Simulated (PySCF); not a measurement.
**NMR data sheet: C$_{7}$H$_{9}$NO**

```
Formula                               : C7H9NO
SMILES                                : C#CC(=O)N(C)C1CC1
InChI                                 : InChI=1S/C7H9NO/c1-3-7(9)8(2)6-4-5-6/h1,6H,4-5H2,2H3
Point group of the computed structure : C1
Degrees of unsaturation               : 4
Carbon signals                        : 6
Proton signals                        : 5
```

Atoms are numbered as in `[CH:1]#[C:2][C:3](=[O:4])[N:5]([CH3:6])[CH:7]1[CH2:8][CH2:9]1`. Each H is labelled by its parent atom. Ha(C8), Ha(C9) are cis to N5 on the ring; Hb(C8), Hb(C9) are trans to N5 on the ring.

- coordinates at the GFN2-xTB level
- σ from GIAO-PBE0/pcSseg-1
- code: PySCF 2.14.0 with density-fitted response routines
- one conformer, gas phase, rapidly exchanging positions averaged, non-relativistic Hamiltonian

Scale: TMS for ¹H and ¹³C; ¹⁵N against NH3; H2O for ¹⁷O (reference shieldings calculated alike).

| carbon | δC, type | δH (multiplicity) | HMBC from (2–3 bonds) | span of the C tensor (ppm) |
| --- | --- | --- | --- | --- |
| C1 | 89.2, CH | 2.66 (s) | – | 174 |
| C2 | 82.3, C | – | H(C1) | 300 |
| C3 | 158.0, C | – | H(C6), H(C7), H(C1) | 145 |
| C6 | 32.0, CH3 | 3.07 (s) | H(C7) | 54 |
| C7 | 32.5, CH | 2.70 (m) | H(C6), Ha(C8)/Ha(C9), Hb(C8)/Hb(C9) | 93 |
| C8/C9 | 12.7, CH2 | Ha(C8) 0.87 (m); Hb(C8) 0.86 (m) | H(C7), Ha(C8)/Ha(C9), Hb(C8)/Hb(C9) | 60 |

Other nuclei:
| atoms | nucleus | environment | δ (ppm) | σ (ppm) |
| --- | --- | --- | --- | --- |
| N5 | ¹⁵N | amide-type nitrogen | 140.3 | 127.4 |
| O4 | ¹⁷O | amide-type carbonyl oxygen | 438.4 | -102.3 |

1. Carbon types of the structure: 2 × C, 2 × CH, 2 × CH2, 1 × CH3, which accounts for all hydrogens.
2. δC 158.0: amide carbonyl carbon; lone-pair donation from the attached heteroatom keeps it upfield of a ketone carbonyl.
3. δC 89.2: terminal alkyne carbon; sp carbons lie upfield of alkene carbons because the cylindrical π system leaves one tensor component strongly shielded.
4. δC 82.3: alkyne carbon; the triple bond shields along its axis, which puts it between sp3 and sp2 carbons.
5. δC 32.0: methyl carbon bonded to N; pulled downfield by the heteroatom.
6. δH 2.66: hydrogen on a terminal alkyne carbon; it lies on the axis of the triple bond, in its shielding cone.

Shifts are as computed. Against solution values, carbons near 30 ppm lie about +3 ppm off and those near 130 ppm about +5 ppm. Of 1211 compounds with measured shifts, 218 miss one by over three times the rms of a fit or turn the order of signals round; such compounds aren't used in these exercises. Unscaled 17O shifts of doubly bonded oxygen tend to come out too high, by tens of ppm or more. Experimental scales use liquid or dissolved standards, which lie at an offset from isolated NH3 (liquid NH3: subtract about 20 ppm) and H2O (liquid H2O: subtract about 36 ppm). No couplings were computed; multiplicities are counted from neighbouring protons, with m where these are inequivalent, close in shift, in a saturated or five-membered ring or joined by F or P, and br s for small geminal =CH2 splittings.
